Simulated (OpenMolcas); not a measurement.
Tm3+: input and output

Tm3+ with 6 ligands (chloride) in octahedral coordination (Oh) at 2.64 Å. A charge of +0.5 e stands 2.6 Å behind each ligand. Ligand basis ANO-RCC-VDZP. With inversion symmetry the input lists one of each pair of outer charges.

Input:

```
&GATEWAY
Coord
7

Tm 0.0 0.0 0.0
Cl 2.640000 0.000000 0.000000
Cl 0.000000 2.640000 0.000000
Cl -2.640000 0.000000 0.000000
Cl 0.000000 -2.640000 0.000000
Cl 0.000000 0.000000 2.640000
Cl 0.000000 0.000000 -2.640000
Basis=Tm.ANO-RCC-VDZP,Cl.ANO-RCC-VDZP
Group=XYZ
NoMove
AngMom=0.0 0.0 0.0
AMFI
RICD
XField
3 Angstrom 0
5.240000 0.000000 0.000000 0.500000
0.000000 5.240000 0.000000 0.500000
0.000000 0.000000 5.240000 0.500000
&SEWARD
&RASSCF
FileOrb=start.orb
Symmetry=1
Spin=3
nActEl=12 0 0
Inactive=42 39
Ras2=0 7
CIRoot=21 21 1
SDav=21
CIMx=300
Iter=150 100
PrWF=0.3
OrbListing=Nothing
MaxOrb=0
LevShft=1.0
>>> COPY $Project.JobIph JOB001
&RASSCF
FileOrb=start.orb
Symmetry=1
Spin=1
nActEl=12 0 0
Inactive=42 39
Ras2=0 7
CIRoot=28 28 1
SDav=28
CIMx=300
Iter=150 100
PrWF=0.3
OrbListing=Nothing
MaxOrb=0
CIOnly
LevShft=1.0
>>> COPY $Project.JobIph JOB002
&RASSI
NrOfJobIphs=2 21 27
1 2 3 4 5 6 7 8 9 10 11 12 13 14 15 16 17 18 19 20 21
1 2 3 4 5 6 7 8 9 10 11 12 13 14 15 16 17 18 19 20 21 22 23 24 25 26 27
IphNames
JOB001
JOB002
EJob
SpinOrbit
DIPRint=1.0
SOCoupling=1000.0
Subsets=2
Property=9
'ANGMOM' 1 'ANGMOM' 2 'ANGMOM' 3 'MLTPL  1' 1 'MLTPL  1' 2 'MLTPL  1' 3
'AMFI' 1 'AMFI' 2 'AMFI' 3
SOProperty=3
'ANGMOM' 1 'ANGMOM' 2 'ANGMOM' 3
```

Launched by
```bash
OMP_NUM_THREADS=1 MOLCAS_MEM=2457 MOLCAS_PROJECT=a pymolcas a.inp > a.log  # once for each step of the input, in one work folder
```

A driver script runs the steps one by one and writes start.orb anew before each from the orbitals found so far, so a CI-only block uses the converged orbitals of the first block.

Output, cut to the results:

```
--- SEWARD ---
Basis set label: TM.ANO-RCC...7S6P4D2F1G.

      Electronic valence basis set:
      ------------------
      Associated Effective Charge  69.000000 au
      Associated Actual Charge     69.000000 au
      Nuclear Model: Point charge

      Shell  nPrim  nBasis  Cartesian Spherical Contaminant
         s      25       7        X
         p      22       6        X
         d      15       4                 X
         f      11       2                 X
         g       4       1                 X
                  Relativistic Douglas-Kroll-Hess integrals:
                    - DKH order of Hamiltonian: 2
                    - DKH order of Properties : 0
                  Atomic mean-field integrals
--- RASSCF ---
Wave function specifications:
      -----------------------------

      Number of closed shell electrons         162
      Number of electrons in active shells      12
      Max number of holes in RAS1 space          0
      Max nr of electrons in RAS3 space          0
      Number of inactive orbitals               81
      Number of active orbitals                  7
      Number of secondary orbitals              88
      Spin quantum number                      1.0
      State symmetry                             1
Orbital specifications:
      -----------------------

      Symmetry species                           1   2
                                                ag  au
      Frozen orbitals                            0   0
      Inactive orbitals                         42  39
      Active orbitals                            0   7
      RAS1 orbitals                              0   0
      RAS2 orbitals                              0   7
      RAS3 orbitals                              0   0
      Secondary orbitals                        48  40
      Deleted orbitals                           0   0
      Number of basis functions                 90  86
      Number of CSFs                            21
      Number of root(s) required                21
      Iter CI   SX   CI       RASSCF       Energy    max ROT     max BLB   max BLB  Level Ln srch  Step   QN
          iter iter root      energy       change     param      element    value   shift minimum  type update
 Nr of preliminary CI iterations:   1
      Total energies have been shifted. Add               -16000.00 au
        1   1    9    0  -321.10344084    0.00E+00  -4.11E-02   43  50 2  4.00E-01*  1.81   0.00    SX    NO
        2   1   10    0  -321.45077289   -3.47E-01* -3.76E-02   43  50 2 -1.77E-01*  1.29   0.00    SX    NO
        3   1    9    0  -321.57922879   -1.28E-01* -2.59E-02   42  45 1  1.11E-01*  1.43   0.00    SX    NO
        4   1    9    0  -321.61957335   -4.03E-02* -1.81E-02   43  50 2 -7.54E-02*  1.25   0.00    SX    NO
        5   1    9    0  -321.63588911   -1.63E-02*  1.97E-02   42  45 1  5.16E-02*  1.32   1.06    QN   YES
        6   1    9    0  -321.64537271   -9.48E-03*  1.24E-02   42  45 1  2.35E-02*  1.27   1.67    LS   YES
        7   1    8    0  -321.64722052   -1.85E-03* -3.13E-03   17  54 2 -9.44E-03*  1.24   1.06    QN   YES
        8   1    8    0  -321.64814568   -9.25E-04* -3.38E-03   17  54 2 -6.15E-03*  1.24   2.11    LS   YES
        9   1    8    0  -321.64849956   -3.54E-04* -8.48E-04   12  60 1  4.95E-03*  1.24   1.03    QN   YES
       10   1    8    0  -321.64858287   -8.33E-05* -5.29E-04   15  60 2 -1.95E-03*  1.25   1.63    LS   YES
       11   1    8    0  -321.64859740   -1.45E-05* -3.88E-04   43  50 2  2.39E-03*  1.25   1.01    QN   YES
       12   1    7    0  -321.64861472   -1.73E-05* -2.95E-04    8  58 2  9.17E-04*  1.25   1.76    LS   YES
       13   1    7    0  -321.64861871   -3.99E-06*  1.77E-04   33  78 2  5.24E-04*  1.24   1.00    QN   YES
       14   1    7    0  -321.64862087   -2.16E-06*  2.66E-04   20  57 1 -3.28E-04*  1.25   2.50    LS   YES
       15   1    6    0  -321.64862213   -1.26E-06* -5.24E-05    8  58 2 -3.56E-04*  1.25   1.04    QN   YES
       16   1    6    0  -321.64862246   -3.28E-07* -3.77E-05   12  60 1  1.00E-04*  1.25   1.72    LS   YES
       17   1    6    0  -321.64862253   -6.90E-08*  2.29E-05    7  57 2  1.23E-04*  1.25   1.00    QN   YES
       18   1    5    0  -321.64862257   -3.72E-08*  2.07E-05    7  57 2  4.40E-05   1.25   1.90    LS   YES
       19   1    5    0  -321.64862258   -1.05E-08* -9.10E-06   41  48 2 -3.14E-05   1.25   0.98    QN   YES
...
--- RASSI ---
SPIN-FREE ENERGIES:
  (Shifted by EMIN (a.u.) =     -16321.6850759426)

 SF State       Relative EMIN(au)   Rel lowest level(eV)    D:o, cm**(-1)

     1             0.0000000000        0.0000000000              0.0000
     2             0.0000000000        0.0000000000              0.0000
     3             0.0000000000        0.0000000000              0.0000
     4             0.0002001157        0.0054454253             43.9203
     5             0.0002001157        0.0054454253             43.9203
     6             0.0003968894        0.0107999113             87.1072
     7             0.0003968894        0.0107999113             87.1072
     8             0.0003968894        0.0107999113             87.1072
     9             0.0009381871        0.0255293712            205.9083
    10             0.0009381871        0.0255293712            205.9083
    11             0.0009381871        0.0255293712            205.9083
    12             0.0363721683        0.9897371194           7982.7682
    13             0.0363721683        0.9897371194           7982.7682
    14             0.0363721683        0.9897371194           7982.7682
    15             0.0364044394        0.9906152622           7989.8509
    16             0.0365688091        0.9950879894           8025.9259
    17             0.0365688091        0.9950879894           8025.9259
    18             0.0365688091        0.9950879894           8025.9259
    22             0.0404738681        1.1013500582           8882.9873
    23             0.0404738681        1.1013500582           8882.9873
    24             0.0404738681        1.1013500582           8882.9873
    25             0.0417268748        1.1354461066           9157.9905
    26             0.0417268748        1.1354461066           9157.9905
    27             0.0417780641        1.1368390381           9169.2252
    28             0.0417780641        1.1368390381           9169.2252
...
```

Spin-orbit levels above the lowest (labels of O, the rotations of Oh):

```json
{"E (cm-1)": "0.0", "Degeneracy": "1", "Label": "A1", "2S+1": "3"}
{"E (cm-1)": "22.6", "Degeneracy": "3", "Label": "T1", "2S+1": "3"}
{"E (cm-1)": "48.1", "Degeneracy": "3", "Label": "T2", "2S+1": "3"}
{"E (cm-1)": "86.1", "Degeneracy": "1", "Label": "A2", "2S+1": "3"}
{"E (cm-1)": "158.8", "Degeneracy": "3", "Label": "T2", "2S+1": "3"}
{"E (cm-1)": "169.0", "Degeneracy": "2", "Label": "E", "2S+1": "3"}
{"E (cm-1)": "6694", "Degeneracy": "3", "Label": "T2", "2S+1": "3 (65 %)"}
{"E (cm-1)": "6834", "Degeneracy": "2", "Label": "E", "2S+1": "3 (66 %)"}
{"E (cm-1)": "6844", "Degeneracy": "3", "Label": "T1", "2S+1": "3 (66 %)"}
{"E (cm-1)": "6859", "Degeneracy": "1", "Label": "A1", "2S+1": "3 (66 %)"}
{"E (cm-1)": "8387", "Degeneracy": "3", "Label": "T1", "2S+1": "3"}
{"E (cm-1)": "8404", "Degeneracy": "2", "Label": "E", "2S+1": "3"}
{"E (cm-1)": "8458", "Degeneracy": "3", "Label": "T2", "2S+1": "3"}
{"E (cm-1)": "8506", "Degeneracy": "3", "Label": "T1", "2S+1": "3"}
{"E (cm-1)": "13364", "Degeneracy": "2", "Label": "E", "2S+1": "3"}
{"E (cm-1)": "13380", "Degeneracy": "3", "Label": "T2", "2S+1": "3"}
{"E (cm-1)": "13417", "Degeneracy": "3", "Label": "T1", "2S+1": "3"}
{"E (cm-1)": "13490", "Degeneracy": "1", "Label": "A1", "2S+1": "3"}
{"E (cm-1)": "16338", "Degeneracy": "1", "Label": "A2", "2S+1": "3"}
{"E (cm-1)": "16351", "Degeneracy": "3", "Label": "T1", "2S+1": "3"}
```

Without dynamic correlation the ligand-field splitting of an f shell can come out too small, at times by half. The first state left out of the spin-orbit step lies near 82000 cm-1 above the lowest spin-free state of the reference (among the parities and spins computed), and the lists stop at four fifths of that energy or lower. No measured value stands beside these numbers; the geometry is a model, was not optimised and need not be the one that this ion takes.

The RASSCF and RASSI steps took 42 s on 1 thread of Arm Neoverse V1 (shared host); the integral step is not counted.
